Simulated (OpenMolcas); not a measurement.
The numbers below are computed, except where a source is named.
# Cu3+: input and output

Cu3+ with 6 ligands (ammonia) in octahedral coordination (S6) at 1.96 Å. Ligand basis ANO-RCC-VDZP.

Input:

```
&GATEWAY
Coord
25

Cu 0.0 0.0 0.0
N 1.960000 0.000000 0.000000
H 2.342099 0.945728 0.000000
H 2.342099 -0.472864 0.819024
H 2.342099 -0.472864 -0.819024
N 0.000000 1.960000 0.000000
H 0.000000 2.342099 0.945728
H 0.819024 2.342099 -0.472864
H -0.819024 2.342099 -0.472864
N -1.960000 0.000000 0.000000
H -2.342099 -0.945728 0.000000
H -2.342099 0.472864 -0.819024
H -2.342099 0.472864 0.819024
N 0.000000 -1.960000 0.000000
H 0.000000 -2.342099 -0.945728
H -0.819024 -2.342099 0.472864
H 0.819024 -2.342099 0.472864
N 0.000000 0.000000 1.960000
H 0.945728 0.000000 2.342099
H -0.472864 0.819024 2.342099
H -0.472864 -0.819024 2.342099
N 0.000000 0.000000 -1.960000
H -0.945728 0.000000 -2.342099
H 0.472864 -0.819024 -2.342099
H 0.472864 0.819024 -2.342099
Basis=Cu.ANO-RCC-VDZP,H.ANO-RCC-VDZP,N.ANO-RCC-VDZP
Group=XYZ
NoMove
AngMom=0.0 0.0 0.0
AMFI
RICD
&SEWARD
&RASSCF
FileOrb=start.orb
Symmetry=1
Spin=3
nActEl=8 0 0
Inactive=18 21
Ras2=5 0
CIRoot=10 10 1
SDav=10
CIMx=300
Iter=150 100
PrWF=0.3
OrbListing=Nothing
MaxOrb=0
LevShft=1.0
>>> COPY $Project.JobIph JOB001
&RASSCF
FileOrb=start.orb
Symmetry=1
Spin=1
nActEl=8 0 0
Inactive=18 21
Ras2=5 0
CIRoot=15 15 1
SDav=15
CIMx=300
Iter=150 100
PrWF=0.3
OrbListing=Nothing
MaxOrb=0
LevShft=1.0
>>> COPY $Project.JobIph JOB002
&RASSI
NrOfJobIphs=2 10 15
1 2 3 4 5 6 7 8 9 10
1 2 3 4 5 6 7 8 9 10 11 12 13 14 15
IphNames
JOB001
JOB002
EJob
SpinOrbit
DIPRint=1.0
SOCoupling=1000.0
Subsets=2
Property=9
'ANGMOM' 1 'ANGMOM' 2 'ANGMOM' 3 'MLTPL  1' 1 'MLTPL  1' 2 'MLTPL  1' 3
'AMFI' 1 'AMFI' 2 'AMFI' 3
SOProperty=3
'ANGMOM' 1 'ANGMOM' 2 'ANGMOM' 3
```

Launched by
```bash
OMP_NUM_THREADS=1 MOLCAS_MEM=2457 MOLCAS_PROJECT=a pymolcas a.inp > a.log  # once for each step of the input, in one work folder
```

A driver script runs the steps one by one and writes start.orb anew before each from the orbitals found so far.

Output, cut to the results:

```
--- SEWARD ---
Basis set label: CU.ANO-RCC...5S4P2D1F.

      Electronic valence basis set:
      ------------------
      Associated Effective Charge  29.000000 au
      Associated Actual Charge     29.000000 au
      Nuclear Model: Point charge

      Shell  nPrim  nBasis  Cartesian Spherical Contaminant
         s      21       5        X
         p      15       4        X
         d      10       2                 X
         f       6       1                 X
                  Relativistic Douglas-Kroll-Hess integrals:
                    - DKH order of Hamiltonian: 2
                    - DKH order of Properties : 0
                  Atomic mean-field integrals
--- RASSCF ---
Wave function specifications:
      -----------------------------

      Number of closed shell electrons          78
      Number of electrons in active shells       8
      Max number of holes in RAS1 space          0
      Max nr of electrons in RAS3 space          0
      Number of inactive orbitals               39
      Number of active orbitals                  5
      Number of secondary orbitals             164
      Spin quantum number                      1.0
      State symmetry                             1
Orbital specifications:
      -----------------------

      Symmetry species                           1   2
                                                ag  au
      Frozen orbitals                            0   0
      Inactive orbitals                         18  21
      Active orbitals                            5   0
      RAS1 orbitals                              0   0
      RAS2 orbitals                              5   0
      RAS3 orbitals                              0   0
      Secondary orbitals                        79  85
      Deleted orbitals                           0   0
      Number of basis functions                102 106
      Number of CSFs                            10
      Number of root(s) required                10
      Iter CI   SX   CI       RASSCF       Energy    max ROT     max BLB   max BLB  Level Ln srch  Step   QN
          iter iter root      energy       change     param      element    value   shift minimum  type update
 Nr of preliminary CI iterations:   1
      Total energies have been shifted. Add                -1000.00 au
        1   1   11    0  -989.01389798    0.00E+00  -9.04E-02   21  27 1  5.92E-01*  1.75   0.00    SX    NO
        2   1   12    0  -989.37788932   -3.64E-01*  8.92E-02    5  33 2  2.00E-01*  1.29   0.00    SX    NO
        3   1   11    0  -989.43874774   -6.09E-02* -6.97E-02   13  42 1  3.84E-02*  1.24   0.00    SX    NO
        4   1   11    0  -989.45347758   -1.47E-02*  3.88E-02    4  32 2  2.58E-02*  1.14   0.00    SX    NO
        5   1   10    0  -989.45825751   -4.78E-03*  4.08E-02   18  23 1  1.18E-02*  1.12   2.22    LS   YES
        6   1   10    0  -989.46026456   -2.01E-03* -3.37E-02    4  32 2 -3.28E-02*  1.10   1.16    QN   YES
        7   1   10    0  -989.46144181   -1.18E-03*  1.05E-02   19  25 1 -7.60E-03*  1.07   1.08    QN   YES
        8   1   10    0  -989.46172317   -2.81E-04*  6.84E-03   19  25 1 -3.08E-03*  1.07   1.67    LS   YES
        9   1    9    0  -989.46177743   -5.43E-05* -6.07E-04    6  34 2  2.51E-03*  1.07   1.03    QN   YES
       10   1    8    0  -989.46179864   -2.12E-05* -3.79E-04    4  32 2  8.94E-04*  1.07   1.63    LS   YES
       11   1    8    0  -989.46180234   -3.69E-06* -1.04E-03    1  32 2  8.77E-04*  1.07   1.00    QN   YES
       12   1    8    0  -989.46180443   -2.09E-06* -5.75E-04   20  23 2 -2.09E-04*  1.07   1.55    LS   YES
       13   1    7    0  -989.46180473   -3.03E-07*  5.69E-05   21  27 1 -2.13E-04*  1.07   1.00    QN   YES
       14   1    7    0  -989.46180491   -1.82E-07*  3.90E-05   20  23 2 -8.79E-05   1.07   1.69    LS   YES
       15   1    7    0  -989.46180495   -3.59E-08*  1.94E-05    4  22 2  6.17E-05   1.07   1.00    QN   YES
       16   1    6    0  -989.46180497   -1.71E-08* -1.93E-05   13  53 1 -1.78E-05   1.07   1.62    QN   YES
       17   1    5    0  -989.46180497   -4.27E-09  -2.04E-06   13  24 1  5.21E-06   1.07   1.08    QN   YES
      Convergence after 17 iterations
       18   1    5    0  -989.46180497   -2.85E-10  -2.04E-06   13  24 1  3.13E-06   1.07   1.08    QN   YES
      Natural orbitals and occupation numbers for root  1
      sym 1:   2.000000   2.000000   1.000000   2.000000   1.000000
      Natural orbitals and occupation numbers for root  2
...
--- RASSI ---
SPIN-FREE ENERGIES:
  (Shifted by EMIN (a.u.) =      -1989.5830196853)

 SF State       Relative EMIN(au)   Rel lowest level(eV)    D:o, cm**(-1)

     1             0.0000000000        0.0000000000              0.0000
    11             0.0737924267        2.0079942261          16195.5657
    12             0.0737924267        2.0079942261          16195.5657
     2             0.0762357611        2.0744807419          16731.8156
     4             0.0763735321        2.0782296817          16762.0528
     3             0.0763735321        2.0782296817          16762.0528
     5             0.1220496790        3.3211409557          26786.8083
     6             0.1220496790        3.3211409557          26786.8083
     7             0.1223413539        3.3290778359          26850.8236
    13             0.1264705832        3.4414398873          27757.0846
    14             0.1495667165        4.0699176910          32826.1000
    15             0.1497985252        4.0762255294          32876.9761
    16             0.1497985252        4.0762255294          32876.9761
    17             0.1737147653        4.7270195753          38125.9841
    18             0.1738735959        4.7313415760          38160.8434
    19             0.1738735959        4.7313415760          38160.8434
     8             0.2050248809        5.5790112240          44997.7602
     9             0.2058493583        5.6014463962          45178.7120
    10             0.2058493583        5.6014463962          45178.7120
    20             0.2755430327        7.4979078911          60474.7055
    21             0.2755430327        7.4979078911          60474.7055
    22             0.2770225018        7.5381662941          60799.4115
    23             0.2770225018        7.5381662941          60799.4115
    24             0.2773916984        7.5482126467          60880.4408
    25             0.4163206555       11.3286621590          91371.8224
...
```

Spin-orbit levels above the lowest:

| E (cm-1) | Degeneracy | 2S+1 | g |
| --- | --- | --- | --- |
| 0.0 | 2 | 3 | 0.00 0.00 4.30 |
| 0.2 | 1 | 3 |  |
| 15448 | 2 | 1 (58 %) | 0.00 0.00 0.04 |
| 16553 | 1 | 3 |  |
| 16569 | 2 | 3 | 0.00 0.00 2.22 |
| 17059 | 2 | 3 | 0.00 0.00 2.49 |
| 17074 | 1 | 3 |  |
| 17220 | 2 | 3 (59 %) | 0.00 0.00 0.17 |
| 17290 | 1 | 3 |  |
| 25771 | 1 | 3 (79 %) |  |
| 26629 | 1 | 3 |  |
| 26662 | 2 | 3 | 0.00 0.00 1.03 |
| 27190 | 2 | 3 | 0.00 0.00 2.01 |
| 27220 | 1 | 3 |  |
| 27345 | 2 | 3 | 0.00 0.00 0.49 |
| 28396 | 1 | 1 (79 %) |  |
| 32837 | 1 | 1 |  |
| 32888 | 2 | 1 | 0.00 0.00 0.22 |
| 38247 | 1 | 1 |  |
| 38282 | 2 | 1 | 0.00 0.00 0.99 |

Without dynamic correlation the repulsion within the d shell is too large (B by tens of per cent), so at a given field states of lower spin stand too high. The least metal-like active orbital is 76 % on the metal (Löwdin) and no ligand orbital is active, so the numbers are rough. Ligand-to-metal charge-transfer states are missing. With no ligand orbital active B as a rule stays too high, so bands that hang on it stand too high and its fall with covalency is understated. With metal d orbitals alone the field can be off either way by tens of per cent. No measured value stands beside these numbers; the geometry is a model, was not optimised and need not be the one that this ion takes.

The RASSCF and RASSI steps took 52 s on 1 thread of Arm Neoverse V1, on a shared host; the integral step is not counted.

With an even number of electrons the g values are those of a degenerate or nearly degenerate non-Kramers pair.
